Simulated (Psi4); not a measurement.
Dimer: H2S (SMILES S) (first 3 atoms) with CH4O (SMILES CO); geometry from B3LYP-D3(BJ)/def2-TZVP.
(charge 0, multiplicity 1):
```json
[
 {"atom": "S", "x (Å)": "0.0804", "y (Å)": "1.4955", "z (Å)": "-0.1962"},
 {"atom": "H", "x (Å)": "1.2980", "y (Å)": "0.9304", "z (Å)": "-0.2127"},
 {"atom": "H", "x (Å)": "-0.5319", "y (Å)": "0.3249", "z (Å)": "-0.4357"},
 {"atom": "C", "x (Å)": "0.1589", "y (Å)": "0.1052", "z (Å)": "3.2580"},
 {"atom": "O", "x (Å)": "0.2464", "y (Å)": "-0.5557", "z (Å)": "4.5139"},
 {"atom": "H", "x (Å)": "-0.8575", "y (Å)": "0.4458", "z (Å)": "3.0354"},
 {"atom": "H", "x (Å)": "0.4489", "y (Å)": "-0.6192", "z (Å)": "2.4988"},
 {"atom": "H", "x (Å)": "0.8366", "y (Å)": "0.9625", "z (Å)": "3.1897"},
 {"atom": "H", "x (Å)": "-0.0066", "y (Å)": "0.0634", "z (Å)": "5.2055"}
]
```

Level of theory: SAPT0/jun-cc-pV(D+d)Z in Psi4.

Question: Which attractive term is largest, and how does the interaction split up?

Answer: electrostatics -43.6, exchange 67.5, induction -7.3, dispersion -34.7, total -18.2 meV; the largest attraction is electrostatics.
